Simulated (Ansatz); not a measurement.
Geometry optimisation, Ansatz 0.2.0, DFT PBEsol, scalar-relativistic, plane waves, PAW.

The input (input.yaml):

```yaml
crystal:
  lattice:
    - [7.398, 0.0, 0.0]
    - [-3.699, 6.406856, 0.0]
    - [0.0, 0.0, 12.0]
  atoms:
    - { symbol: C, position: [0.0, 0.0, 0.08333333] }
    - { symbol: C, position: [0.22222222, 0.11111111, 0.08333333] }
    - { symbol: C, position: [0.0, 0.33333333, 0.08333333] }
    - { symbol: C, position: [0.22222222, 0.44444444, 0.08333333] }
    - { symbol: C, position: [0.0, 0.66666666, 0.08333333] }
    - { symbol: C, position: [0.22222222, 0.77777777, 0.08333333] }
    - { symbol: C, position: [0.33333333, 0.0, 0.08333333] }
    - { symbol: C, position: [0.55555556, 0.11111111, 0.08333333] }
    - { symbol: C, position: [0.33333333, 0.33333333, 0.08333333] }
    - { symbol: C, position: [0.55555555, 0.44444444, 0.08333333] }
    - { symbol: C, position: [0.33333333, 0.66666666, 0.08333333] }
    - { symbol: C, position: [0.55555555, 0.77777777, 0.08333333] }
    - { symbol: C, position: [0.66666667, 0.0, 0.08333333] }
    - { symbol: C, position: [0.88888889, 0.11111111, 0.08333333] }
    - { symbol: C, position: [0.66666667, 0.33333333, 0.08333333] }
    - { symbol: C, position: [0.88888889, 0.44444444, 0.08333333] }
    - { symbol: C, position: [0.66666666, 0.66666666, 0.08333333] }
    - { symbol: C, position: [0.88888889, 0.77777777, 0.08333333] }
    - { symbol: "N", position: [0.77777778, 0.05555556, 0.1925] }
    - { symbol: H, position: [0.96296296, 0.48148148, 0.165] }
basis:
  ecutwfc: 420.0
kpoints:
  mp_grid: { grid: [2, 2, 1] }
hamiltonian:
  xc: pbesol
scf:
  occupations: { method: gaussian, width: 0.05 }
  lower_state_search: "off"
relax:
  f_tol: 0.03
  max_steps: 60
  adjacent_minimum: "off"
```

Run as:

```bash
$ ansatz run input.yaml --threads 1 --pin off --max-ram 3072MiB --backend cpu --events-out ev --progress --plain --runs-dir out
```

**Question.** Where does it end, and by what steps?

**Answer.** The forces met the threshold. Limits of this set-up: slab without dipole correction, open-shell adsorbate without spin. After 8 steps the energy has fallen by 1.851 eV; H20 moved furthest, 0.63 Å.

```json
{"step": "0", "energy less start (eV)": "0.0000", "largest force component (eV/Å)": "3.024", "accepted": "yes"}
{"step": "1", "energy less start (eV)": "-0.9918", "largest force component (eV/Å)": "1.578", "accepted": "yes"}
{"step": "2", "energy less start (eV)": "-1.5795", "largest force component (eV/Å)": "0.939", "accepted": "yes"}
{"step": "3", "energy less start (eV)": "-1.7832", "largest force component (eV/Å)": "0.570", "accepted": "yes"}
{"step": "4", "energy less start (eV)": "-1.6825", "largest force component (eV/Å)": "1.711", "accepted": "no"}
{"step": "5", "energy less start (eV)": "-1.8394", "largest force component (eV/Å)": "0.212", "accepted": "yes"}
{"step": "6", "energy less start (eV)": "-1.8494", "largest force component (eV/Å)": "0.077", "accepted": "yes"}
{"step": "7", "energy less start (eV)": "-1.8504", "largest force component (eV/Å)": "0.035", "accepted": "yes"}
{"step": "8", "energy less start (eV)": "-1.8507", "largest force component (eV/Å)": "0.014", "accepted": "yes"}
```

```xyz
20
Lattice="7.3980 0.0000 0.0000 -3.6990 6.4069 0.0000 0.0000 0.0000 12.0000" Properties=species:S:1:pos:R:3
C 0.045 -0.003 0.919
C 1.254 0.720 0.808
C -1.175 2.159 0.989
C 0.018 2.863 0.833
C -2.442 4.316 0.974
C -1.224 5.003 0.893
C 2.479 0.017 0.836
C 3.690 0.743 0.950
C 1.255 2.142 0.810
C 2.473 2.850 0.877
C 0.024 4.284 0.879
C 1.249 4.967 0.976
C 4.905 -0.007 1.304
C 6.253 0.752 1.225
C 3.689 2.125 0.964
C 4.952 2.866 1.263
C 2.473 4.277 0.958
C 3.725 5.002 0.960
N 5.581 0.404 2.480
H 4.958 2.808 2.392
```

Run time: 59 s on 1 thread of Arm Neoverse V1, on a shared host, peak memory 0.64 GiB.
